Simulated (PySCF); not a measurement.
## Polarisability and C₆ of Xe⁺ (xenon, charge +1)

[Kr] 4d10 5s2 5p5, 2P determinant. Calculation: PySCF 2.14, in aug-cc-pwCVTZ-DK3; scalar relativity by spin-free X2C-1e. Coupled (time-dependent) response in atomic units; α is the mean over directions.

| method | mean α (bohr³) | α xx, yy, zz | C₆ (like pair) | S(−4) |
| --- | --- | --- | --- | --- |
| UHF | 17.84 | 17.34, 18.09, 18.09 | 155.8 | 50.03 |
| PBE | 18.42 | 17.67, 18.80, 18.80 | 161.2 | 55.72 |
| PBE0 | 18.08 | 17.42, 18.41, 18.41 | 157.8 | 52.59 |

S(−4) is the Cauchy moment in α(ω) = α(0) + S(−4) ω² + …

Spin-orbit coupling is absent.

α(iu) at PBE:

```tsv
u (hartree)	α(iu) (bohr³)
0	18.42
0.0500	18.28
0.100	17.88
0.200	16.47
0.300	14.61
0.500	10.92
0.750	7.548
1.00	5.440
1.50	3.237
2.00	2.200
3.00	1.264
5.00	0.6048
```

For an ion, C₆ is the dispersion term alone; charge-induced terms of lower order in 1/R come first.

The components differ because the open shell of this determinant is not spherical; for a pure term their mean is the scalar polarisability.
